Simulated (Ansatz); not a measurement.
Species: CH$_{3}$Te, charge 0, multiplicity 2. It need not be the lowest isomer of its formula. 
Geometry from a B3LYP-D3(BJ)/def2-TZVP (Ansatz, a program for electronic structure) optimisation:
SMILES: C[Te]
```xyz
5

Te     0.2547     0.0887    -0.2003
C     -1.3803    -0.4786     1.0935
H     -1.0225    -1.1553     1.8637
H     -2.1075    -0.9922     0.4653
H     -1.8339     0.4091     1.5241
```
Charge 0, spin multiplicity 2.

Basis-set convergence of Hartree-Fock and CCSD correlation energies (hartree) with Ansatz. Valence correlation only, unless marked. Open shells are spin-unrestricted. Spin-orbit coupling is left out. Frozen are the shells of the preceding noble gas and the d and f shells that filled before the atom's block. In def2 rows, elements after Kr have scalar-relativistic effective core potentials.

| basis | functions | E(HF) | E(corr, CCSD) |
|---|---|---|---|
| def2-SVPD | 79 | -306.56949 | -0.26877 |
| def2-TZVPPD | 147 | ___ | ___ |

Task: Some entries are withheld; supply them.

Result: 
- def2-TZVPPD, E(HF): -306.62432
- def2-TZVPPD, E(corr, CCSD): -0.32249
